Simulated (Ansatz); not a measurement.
Gas-phase reaction R1 + R2 → P1 + P2, each structure at its B3LYP-D3(BJ)/def2-TZVP stationary point, reached from a drawn start (curvature not checked).
R1, H4Sn (SMILES [SnH4]) (charge 0, multiplicity 1):
```tsv
atom	x (Å)	y (Å)	z (Å)
Sn	0.0000	0.0000	0.0000
H	0.9864	0.9864	0.9864
H	0.9864	-0.9864	-0.9864
H	-0.9864	0.9864	-0.9864
H	-0.9864	-0.9864	0.9864
```
P1: H3Sn (SMILES [SnH3]), charge 0, multiplicity 2.
R2: H atom, charge 0, multiplicity 2.
P2: H2 (SMILES [H][H]), charge 0, multiplicity 1.

P less R. No zero-point or thermal terms; singlets are restricted closed shells; open shells are unrestricted; no spin–orbit coupling.

Correlated levels freeze the cores. In cc and def2 sets filled d and f shells under p-block atoms count as core.

Codes used: Ansatz (an electronic-structure program) with Gaussian orbitals. All values are computed, each at the level named. Elements past Kr take the def2 small-core potentials, without spin–orbit coupling.

| level | reaction energy (eV) |
|---|---|
| HF/def2-SVPD | -0.964 |
| SVWN5/def2-TZVPPD | -1.175 |
| PBE/def2-TZVPPD | -1.241 |
| wB97M-V/def2-TZVPPD | -1.255 |
| MP2/def2-TZVPPD | -1.211 |
| SCS-MP2/def2-SVPD | -1.179 |
| CCSD/def2-TZVPPD | -1.308 |
| CCSD(T)/def2-SVPD | [?] |
| CCSD(T)/def2-QZVPPD | [?] |

Problem. Fill in the missing entries.

Solution. 
- CCSD(T)/def2-SVPD, reaction energy (eV): -1.236
- CCSD(T)/def2-QZVPPD, reaction energy (eV): -1.302
